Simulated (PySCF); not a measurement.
Electron correlation in I⁴¹⁺ (iodine, charge +41)

[Ne] 3s2, closed-shell 1S. Calculation: PySCF 2.14, in an uncontracted even-tempered set (18 s from 8 bohr⁻², ratio 2.5; 12 p from 10 bohr⁻², ratio 2.5; 4 d from 38 bohr⁻², ratio 2.7; 4 f from 58 bohr⁻², ratio 2.7); scalar relativity by spin-free X2C-1e. Frozen: 1s2; 10 electrons correlated; the 22 highest virtual orbitals of each spin left out.

```
  level  correlation energy (mhartree)
   CCSD                        -485.62
    (T)                          -0.90
CCSD(T)                        -486.52
```

Diagnostics: T1 = 0.00023, D1 = 0.0007, largest double amplitude 0.056.

Cost of the coupled-cluster step: of the order of 3 core-seconds, for 10 correlated electrons.

At this charge the one-electron X2C treatment keeps the bare 1/r₁₂, with no two-electron picture change or Breit term. The effect here is smaller than on the frozen 1s shell; and a scalar Hamiltonian misses the large spin-orbit splitting of the p shells, which matters for ns² → np² pairs.
